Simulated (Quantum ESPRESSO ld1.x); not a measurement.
Task: All-electron atom: Hg30+ in [Kr] 4d10 4f4 (the NIST ground configuration). Calculated with ld1.x of Quantum ESPRESSO 7.5: Dirac Kohn-Sham, PBE, spin-unpolarised, spherical densities, point nucleus; open shells are shared between the two j in proportion to 2j + 1. Some entries of the table are withheld. Estimate them.

orbital,occ.,eigenvalue (eV),<r^2> (bohr^2),<r> (bohr)
1s1/2,2,-84107.1,0.0003806,(1)
2s1/2,2,-15767.1,0.005738,0.06924
2p1/2,2,-15167.0,0.004055,0.05693
2p3/2,4,-13219.5,0.005242,0.06561
3s1/2,2,-4547.49,0.03700,0.1796
3p1/2,2,-4279.35,0.03370,0.1699
3p3/2,4,-3844.97,0.03994,0.1855
3d3/2,4,-3403.84,0.03056,0.1615
3d5/2,6,-3310.86,0.03224,0.1662
4s1/2,2,-1745.17,0.1644,0.3820
4p1/2,2,-1629.09,0.1646,(2)
4p3/2,4,-1509.63,0.1887,(3)
4d3/2,4,-1320.82,0.1864,0.4032
4d5/2,6,-1296.76,0.1935,0.4112
4f5/2,1.71429,(4),0.1745,(5)
4f7/2,2.28571,(6),0.1774,(7)

Result: 
(1) 1s1/2 <r> (bohr): 0.01658
(2) 4p1/2 <r> (bohr): 0.3809
(3) 4p3/2 <r> (bohr): 0.4083
(4) 4f5/2 eigenvalue (eV): -1060.64
(5) 4f5/2 <r> (bohr): 0.3900
(6) 4f7/2 eigenvalue (eV): -1054.31
(7) 4f7/2 <r> (bohr): 0.3934
